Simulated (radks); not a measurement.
Values are calculated unless marked as measured or tabulated.
Q: Radial electron density D(r) = 4 pi r^2 rho(r) of an atom or ion with 1 electrons. Level of theory: non-relativistic Kohn-Sham, XLYP, spin-polarised, spherical densities, point nucleus (a radial shooting solver on a logarithmic mesh with Libxc functionals).

```
   r/bohr * D(r) (the largest magnitude, 2.69, reaches the edge; | marks zero)
  0.01081 |*
  0.01171 |*
  0.01259 |*
  0.01363 | *
  0.01465 | *
  0.01587 | *
  0.01706 |  *
  0.01848 |  *
  0.01986 |  *
  0.02151 |   *
  0.02312 |   *
  0.02504 |    *
  0.02691 |     *
  0.02892 |     *
  0.03133 |      *
  0.03367 |       *
  0.03648 |         *
   0.0392 |          *
  0.04246 |           *
  0.04563 |             *
  0.04943 |              *
  0.05312 |                *
  0.05755 |                  *
  0.06185 |                    *
    0.067 |                       *
    0.072 |                         *
  0.07737 |                           *
  0.08382 |                              *
  0.09007 |                                 *
  0.09758 |                                    *
   0.1049 |                                      *
   0.1136 |                                         *
   0.1221 |                                            *
   0.1322 |                                               *
   0.1421 |                                                 *
    0.154 |                                                   *
   0.1654 |                                                    *
   0.1778 |                                                     *
   0.1926 |                                                      *
    0.207 |                                                      *
   0.2242 |                                                     *
    0.241 |                                                    *
    0.261 |                                                  *
   0.2805 |                                               *
   0.3039 |                                            *
   0.3266 |                                        *
   0.3538 |                                    *
   0.3802 |                                *
   0.4118 |                           *
   0.4426 |                       *
   0.4756 |                   *
   0.5152 |               *
   0.5537 |           *
   0.5998 |        *
   0.6446 |      *
   0.6983 |    *
   0.7504 |  *
   0.8129 | *
   0.8736 |*
   0.9464 |*
    1.017 *
    1.102 *
    1.184 *
```

What is the nuclear charge?

A: Z = 5. The innermost maximum, from 1s, lies near 1/Z = 0.2 bohr (found: 0.199), and its height grows with Z. The density is that of the boron ion B4+ in 1s1; the configuration itself is not fixed sharply by these data. D(r) has 1 maximum, at r = 0.199 bohr.
